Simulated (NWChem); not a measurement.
System: C2H4BFO2; SMILES FB1OCCO1

Here is an NWChem input.

```
start job
memory heap 200 mb stack 900 mb global 1100 mb
geometry units angstroms noautoz
  F     -0.000000    -0.000000    -2.083210
  B      0.000000     0.000000    -0.766400
  O      0.015265    -1.145221    -0.032003
  C      0.113031    -0.763855     1.329614
  C     -0.113031     0.763855     1.329614
  O     -0.015265     1.145221    -0.032003
  H     -0.637966    -1.305069     1.925042
  H      1.110832    -1.037157     1.712079
  H      0.637966     1.305069     1.925042
  H     -1.110832     1.037157     1.712079
end
basis spherical
  F library 6-31g*
  B library 6-31g*
  O library 6-31g*
  C library 6-31g*
  H library 6-31g*
end
dft
  xc xwpbe 1.00 cpbe96 1.0 hfexch 1.00
  cam 0.05 cam_alpha 0.0 cam_beta 1.0
  iterations 150
  vectors input atomic output neutral.movecs
end
task dft energy
charge 1
dft
  odft
  mult 2
  vectors input atomic output cation.movecs
end
task dft energy
```

NWChem printed, in part:

```
             Northwest Computational Chemistry Package (NWChem) 7.3.0
             --------------------------------------------------------

 C2  symmetry detected

                             Geometry "geometry" -> ""
                             -------------------------

 Output coordinates in angstroms (scale by  1.889725989 to convert to a.u.)

  No.       Tag          Charge          X              Y              Z
 ---- ---------------- ---------- -------------- -------------- --------------
    1 F                    9.0000     0.00000000     0.00000000    -2.08618113
    2 B                    5.0000     0.00000000     0.00000000    -0.76937113
    3 O                    8.0000    -0.04919357    -1.14426577    -0.03497413
    4 C                    6.0000     0.06987463    -0.76900455     1.32664287
    5 C                    6.0000    -0.06987463     0.76900455     1.32664287
    6 O                    8.0000     0.04919357     1.14426577    -0.03497413
    7 H                    1.0000    -0.71038346    -1.26710736     1.92207087
    8 H                    1.0000     1.05071807    -1.09801362     1.70910787
    9 H                    1.0000     0.71038346     1.26710736     1.92207087
   10 H                    1.0000    -1.05071807     1.09801362     1.70910787

 Effective nuclear repulsion energy (a.u.)     237.2026036752

      Symmetry information
      --------------------

 Group name             C2
 Group number              4
 Group order               2
 No. of unique centers     6

  pbe96 is a nonlocal functional; adding pw91lda local functional.

                                 NWChem DFT Module
                                 -----------------

 Summary of "ao basis" -> "ao basis" (spherical)
 ------------------------------------------------------------------------------
       Tag                 Description            Shells   Functions and Types
 ---------------- ------------------------------  ------  ---------------------
 F                           6-31g*                  6       14   3s2p1d
 B                           6-31g*                  6       14   3s2p1d
 O                           6-31g*                  6       14   3s2p1d
 C                           6-31g*                  6       14   3s2p1d
 H                           6-31g*                  2        2   2s

      Symmetry analysis of basis
      --------------------------

        a          48
        b          44

            General Information
            -------------------
          SCF calculation type: DFT
          Wavefunction type:  closed shell.
          No. of atoms     :    10
          No. of electrons :    46
           Alpha electrons :    23
            Beta electrons :    23
          Charge           :     0
          Spin multiplicity:     1
          Use of symmetry is: on ; symmetry adaption is: on
          Maximum number of iterations: 150
          AO basis - number of functions:    92
                     number of shells:    44
          Convergence on energy requested:  1.00D-06
          Convergence on density requested:  1.00D-05
          Convergence on gradient requested:  5.00D-04

              XC Information
              --------------
                     Hartree-Fock (Exact) Exchange  1.000
                     LC-wPBE(h)Exchange Functional  1.000
            Perdew 1991 LDA Correlation Functional  1.000 local
           PerdewBurkeErnz. Correlation Functional  1.000 non-local

           Range-Separation Parameters
           ---------------------------
           Alpha           :  0.00
           Beta            :  1.00
           Gamma           :  0.05
           Short-Range HF  :     F

             Grid Information
             ----------------
          Grid used for XC integration:  medium
          Radial quadrature: Mura-Knowles
          Angular quadrature: Lebedev.
          Tag              B.-S. Rad. Rad. Pts. Rad. Cut. Ang. Pts.
          ---              ---------- --------- --------- ---------
          F                   0.50       49          11.0       434
          B                   0.85       49           8.0       434
          O                   0.60       49           8.0       434
          C                   0.70       49           8.0       434
          H                   0.35       45           9.0       434
          Grid pruning is: on
          Number of quadrature shells:   286
          Spatial weights used:  Erf1

      Superposition of Atomic Density Guess
      -------------------------------------

 Sum of atomic energies:        -350.72056343

      Non-variational initial energy
      ------------------------------

 Total energy =    -353.692550
 1-e energy   =    -952.387923
 2-e energy   =     361.492770
 HOMO         =      -0.328634
 LUMO         =       0.103894

      Symmetry analysis of molecular orbitals - initial
      -------------------------------------------------

  Numbering of irreducible representations:

     1 a           2 b

  Orbital symmetries:

     1 a           2 a           3 b           4 a           5 b
     6 a           7 a           8 a           9 b          10 a
    11 b          12 a          13 a          14 b          15 b
    16 b          17 a          18 b          19 a          20 b
    21 b          22 a          23 a          24 a          25 b
    26 a          27 b          28 b          29 a          30 b
    31 a          32 b          33 a

[...]
```

Level: LC-wPBE (HJS exchange hole, range parameter 0.05 per bohr)/6-31G* (spherical d), vertical spin-unrestricted ions. Geometry: optimised at PBE0/def2-SVP.
